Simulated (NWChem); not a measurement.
A series in which one site is exchanged, each optimised at PBE0/def2-SVP with NWChem, gas phase unless a solvent is named. All stand in one matching conformer (torsions within 35°), which need not be the lowest. This build's default masses of Se (78.918 u) and Br (79.917 u) are each other's, which moves their modes by up to 0.6 %. Shieldings are non-relativistic GIAO values without spin-orbit effects.

A: BrB(Br)O (BHOBr$_{2}$; site = Br)
B: OB(Cl)Br (BHOBrCl; site = Cl)
C: OBBr (BH$_{2}$OBr; site = H)
D: OB(F)Br (BHOBrF; site = F)

```
quantity                                                     A           B     C     D
--------------------------------------------------------  ----  ----------  ----  ----
dipole (D), PBE0/def2-SVP                                 1.96  (withheld)  1.33  2.15
orbital gap (eV), PBE0/def2-SVP                           7.70  (withheld)  8.02  8.96
11B shift against boron trifluoride, PBE0/pcSseg-1 (ppm)  31.1  (withheld)  30.9  16.1
```

Task: Complete the blanks.

Result: 
- dipole (D), PBE0/def2-SVP, B: 2.07
- orbital gap (eV), PBE0/def2-SVP, B: 8.08
- 11B shift against boron trifluoride, PBE0/pcSseg-1 (ppm), B: 27.4
